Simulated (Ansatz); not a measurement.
Start from `B[SiH](F)I` and change one atom or group to get `B[SiH](N)F`.

Ansatz, PBE0-D4/def2-TZVP geometries, multiplicity 1. Each molecule was computed in one conformer, which needn't be the lowest.

Elements past krypton have def2 core potentials.

| property | `B[SiH](F)I` |
| --- | --- |
| size of the dipole moment (ωB97M-V/def2-TZVPP) / D | 1.13 |
| HOMO–LUMO gap (PBE/def2-TZVPP) / eV | 4.39 |
| ideal-gas entropy at 298 K and 1 bar (rigid rotor, harmonic PBE0-D4/def2-TZVP) / J/(mol·K) | 334 |
| LUMO energy (ωB97M-V/def2-TZVPP) / eV | 0.16 |
| HOMO energy (B3LYP/def2-TZVPP) / eV | -7.75 |
| HOMO–LUMO gap (PBE0/def2-TZVPP) / eV | 6.35 |

Question: What does the change do to each property? (Estimate.)

Answer: Ansatz gave: 
| property | `B[SiH](N)F` | shift |
| --- | --- | --- |
| size of the dipole moment (ωB97M-V/def2-TZVPP) / D | 1.92 | 0.79 |
| HOMO–LUMO gap (PBE/def2-TZVPP) / eV | 3.21 | -1.18 |
| ideal-gas entropy at 298 K and 1 bar (rigid rotor, harmonic PBE0-D4/def2-TZVP) / J/(mol·K) | 323 | -11 |
| LUMO energy (ωB97M-V/def2-TZVPP) / eV | -0.41 | -0.57 |
| HOMO energy (B3LYP/def2-TZVPP) / eV | -7.72 | 0.03 |
| HOMO–LUMO gap (PBE0/def2-TZVPP) / eV | 5.56 | -0.79 |

The zero-point energy changes by 65.0 kJ/mol with +6 modes. Dipoles are sizes alone; their direction can turn.

B3LYP here is the variant with VWN-RPA as its local correlation; programs differ in this.

Spin–orbit coupling is left out; it splits and shifts lone-pair levels of the heavy atoms by tenths of an eV.
